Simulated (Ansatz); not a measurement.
Consider the ligand exchange at the Si–S bond: `F[SiH](S)[GaH2]` + H₂Se → `F[SiH]([GaH2])[SeH]` + H₂S.

Gas-phase electronic energies from Ansatz, PBE0-D4/def2-TZVP geometries. CBS: MP2 limit from def2 TZ/QZ plus the TZ coupled-cluster correction, frozen cores. This one scheme is used for every species. DFT in def2-TZVPP. B3LYP here is the variant with VWN-RPA as its local correlation; programs differ in this. For Ga, Se outer-core shells are correlated without core-valence functions, which leaves a few kJ/mol of doubt a bond. Scalar relativity is left out up to krypton. One conformer a species, not always the lowest.

Task: Is it downhill or uphill in electronic energy at CCSD(T)/CBS, and by how much? (Best estimate.)

Result: Ansatz gave: Downhill: ΔE = -7.4 kJ/mol.

Task: What do these levels give: PBE-D4, B3LYP-D4, r2SCAN0-D4, ωB97M-V, B2PLYP, revPBE, PBE0, RPA@PBE/def2-TZVPP, CCSD(T)/def2-TZVPP, MP2/def2-QZVPP, HF/CBS(def2), CCSD/CBS(def2)? (Best estimate.)

Result: Computed: PBE-D4 -6.4, B3LYP-D4 -4.9, r2SCAN0-D4 -5.6, ωB97M-V -3.9, B2PLYP -4.3, revPBE -4.8, PBE0 -5.1, RPA@PBE/def2-TZVPP -5.3, CCSD(T)/def2-TZVPP -5.5, MP2/def2-QZVPP -7.7, HF/CBS(def2) -1.5, CCSD/CBS(def2) -6.9 kJ/mol.

Task: What do rigid-rotor, harmonic-oscillator terms from PBE0-D4/def2-TZVP frequencies (298.15 K, 1 bar) make of the CCSD(T)/CBS value? (Best estimate.)

Result: The calculation gave: ΔZPE = +0.8 kJ/mol, ΔH = -6.0 kJ/mol, ΔS = 1 J/(mol·K), ΔG = -6.2 kJ/mol. Modes under 50 cm⁻¹ make the entropy rough.

Largest T1 diagnostic among the species: 0.013.

At CCSD(T), def2-SVP lies +3.6 kJ/mol from the extrapolated value and def2-TZVPP +1.9 kJ/mol. In def2-TZVPP, CCSD(T) changes the Hartree–Fock value by −3.8 kJ/mol (the triples alone add −0.4 kJ/mol) and MP2 by −5.0 kJ/mol. Leaving LDA and LC-ωPBE aside and taking each functional with its dispersion term where it has one, the values, not all of them listed here, spread over 4.9 kJ/mol, from PBE-D4 to B97M-V.
